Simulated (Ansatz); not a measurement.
`BBCC` + `CC` → `CCBCC` + BH₃ at 700 K and 1 bar (formal exchange of groups at a B–B bond).

Computed with Ansatz on PBE0-D4/def2-TZVP structures; ΔE is electronic, products minus reactants. CCSD(T)/CBS adds triple-zeta CCSD(T) − MP2 to the extrapolated MP2 energy (def2 sets, frozen cores). This one scheme is used for every species. Each species was taken in one conformer, which may not be the lowest.

```json
{"species": "`BBCC`", "CCSD(T)/CBS energy (Eh)": "-130.45894", "H − E (kJ/mol)": "329.2", "S (J/(mol·K))": "440.5"}
{"species": "`CC`", "CCSD(T)/CBS energy (Eh)": "-79.71954", "H − E (kJ/mol)": "238.1", "S (J/(mol·K))": "289.3"}
{"species": "`CCBCC`", "CCSD(T)/CBS energy (Eh)": "-183.62745", "H − E (kJ/mol)": "466.4", "S (J/(mol·K))": "490.0"}
{"species": "BH₃", "CCSD(T)/CBS energy (Eh)": "-26.55200", "H − E (kJ/mol)": "96.5", "S (J/(mol·K))": "225.0"}
```

H − E and S are ideal-gas, rigid-rotor, harmonic terms from PBE0-D4/def2-TZVP, for one conformer and one mirror image of each species. 1 Eh = 2625.50 kJ/mol, R = 8.31446 J/(mol·K).

Task: By hand: ΔE, ΔH, ΔS and ΔG.

Result: ΔE = (-183.62745) + (-26.55200) − (-130.45894) − (-79.71954) = -0.00097 Eh = -2.5 kJ/mol. Δ(H − E) = 466.4 + 96.5 − 329.2 − 238.1 = -4.4, so ΔH = -6.9 kJ/mol. ΔS = 490.0 + 225.0 − 440.5 − 289.3 = -14.8 J/(mol·K). ΔG = -6.9 − 700 × (-14.8)/1000 = 3.5 kJ/mol.

Task: By hand: the equilibrium constant, and the temperature at which ΔG would vanish if ΔH and ΔS stayed fixed.

Result: log₁₀ K = −ΔG/(RT ln 10) = -0.3. ΔG = 0 at ΔH/ΔS = 466 K, though so small a ΔH makes that figure unsure.

TΔS isn't small against ΔH here. The sign of ΔG lies within the doubt. A doubt of 5 kJ/mol in ΔE shifts log₁₀ K by 0.4 here. Other conformers and mirror images would add mixing entropy, several J/(mol·K) or more a flexible species. Modes under 60 cm⁻¹, often nearly free rotors, make the harmonic entropy too high. These are equilibria of isolated gas molecules and say nothing of rates. Largest T1 diagnostic: 0.011 (customary marks: 0.02 for closed shells, 0.045 for open ones).
